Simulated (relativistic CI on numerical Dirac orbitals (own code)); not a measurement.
Calculated at this level of theory: Dirac equation for one electron, model QED (radiative potential, 1s self-energy scaled to tabulated hydrogen-like ionisation energies) (own radial code, finite nucleus).

CI space: 1s, 2p, 2s, 3p, 3s, 3d, 4p, 4s, 4d, 4f, 5p, 5s, 5d, 5f, 5g, 6s, 6p, 6d. Levels of other configurations are missing.

Outline of the computed level scheme of H I. Lowest level of each configuration: 1s 2S_1/2 at 0.0000 eV; 2p 2P°_1/2 at 10.1988 eV; 2s 2S_1/2 at 10.1988 eV; 3p 2P°_1/2 at 12.0875 eV; 3s 2S_1/2 at 12.0875 eV; 3d 2D_3/2 at 12.0875 eV; 4p 2P°_1/2 at 12.7485 eV; 4s 2S_1/2 at 12.7485 eV; 4d 2D_3/2 at 12.7485 eV.

Some strong electric-dipole decays among the lowest 14 levels: 2p 2P°_1/2 → 1s 2S_1/2 (6.3e+08 s⁻¹); 2p 2P°_3/2 → 1s 2S_1/2 (6.3e+08 s⁻¹); 3p 2P°_3/2 → 1s 2S_1/2 (1.7e+08 s⁻¹); 3p 2P°_1/2 → 1s 2S_1/2 (1.7e+08 s⁻¹); 4p 2P°_3/2 → 1s 2S_1/2 (6.8e+07 s⁻¹); 4p 2P°_1/2 → 1s 2S_1/2 (6.8e+07 s⁻¹); 3d 2D_5/2 → 2p 2P°_3/2 (6.5e+07 s⁻¹); 3d 2D_3/2 → 2p 2P°_1/2 (5.4e+07 s⁻¹).

Rates of lines that live on the mixing of spin multiplicities can be off by large factors.
